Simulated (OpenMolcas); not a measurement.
F²⁺: effect of the active space

```
Program             : OpenMolcas 26.06
Method              : SS-CASPT2 or its RAS form, IPEA 0.25 Eh, imaginary shift 0.1 Eh
Basis               : ANO-RCC-VQZP
Scalar Hamiltonian  : DKH2, point nucleus
Spin-orbit coupling : RASSI with atomic mean-field integrals over the reference wave functions, term energies averaged over their components
```

A. 3 electrons in 3 orbitals (2p); 2S+1 = 4 odd, 1 root; 2S+1 = 2 odd, 8 roots; closed shells correlated: 1s 2s; CASPT2 step about 1.5 core-seconds
B. 5 electrons in 4 orbitals (2s 2p); 2S+1 = 4 odd, 1 root; 2S+1 = 2 odd, 8 roots; 2S+1 = 4 even, 3 roots; 2S+1 = 2 even, 9 roots; closed shells correlated: 1s; CASPT2 step of the order of 2.5 core-seconds
C. 5 electrons in 8 orbitals (2s 2p 3s 3p); 2S+1 = 4 odd, 1 root; 2S+1 = 2 odd, 8 roots; 2S+1 = 4 even, 3 roots; 2S+1 = 2 even, 9 roots; closed shells correlated: 1s; CASPT2 step roughly 13 core-seconds
D. 3 electrons in 9 orbitals (RAS2 2p; RAS3 3s 3d, at most 1 electron); 2S+1 = 4 odd, 1 root; 2S+1 = 2 odd, 8 roots; 2S+1 = 4 even, 3 roots; 2S+1 = 2 even, 3 roots; closed shells correlated: 1s 2s; CASPT2 step roughly 4 core-seconds
E. 5 electrons in 9 orbitals (RAS2 2s 2p; RAS3 3d, at most 2 electrons); 2S+1 = 4 odd, 1 root; 2S+1 = 2 odd, 8 roots; 2S+1 = 4 even, 3 roots; 2S+1 = 2 even, 9 roots; closed shells correlated: 1s; CASPT2 step roughly 11 core-seconds

Energies in cm⁻¹ above 2s² 2p³ ⁴S°_3/2.

```
          Level      A      B      C      D      E
2s² 2p³ ⁴S°_3/2    0.0    0.0    0.0    0.0    0.0
2s² 2p³ ²D°_3/2  34640  34690  34910  34830  34660
2s² 2p³ ²D°_5/2  34650  34700  34930  34840  34670
2s² 2p³ ²P°_1/2  54650  51950  52180  56430  52320
2s² 2p³ ²P°_3/2  54660  51940  52190  56440  52320
```

Among A to E the level of the table that moves most is 2s² 2p³ ²P°_3/2, by 4500 cm-1 (lowest in B, highest in D). Moves below CASPT2's spread within the term are not significant.

CASPT2 does not keep the components of a term degenerate, so their means are used; among the terms shown or strongly mixed into the levels shown the widest spread is 160 cm-1 (2s² 2p³ ²D°, A). With the s shell closed, the reference lacks s² → p² mixing (holds for A; D). Active for correlation alone: 3p 3s; no level in the range computed is led by a configuration that fills them, so any true level of that kind is missing (holds for C). Active for correlation alone: 3d; no level in the range computed is led by a configuration that fills it, so any true level of that kind is missing (holds for E). Levels of configurations outside the active space are missing. The table leaves out levels that lie high or whose names do not pair safely across all columns.

° marks odd parity.
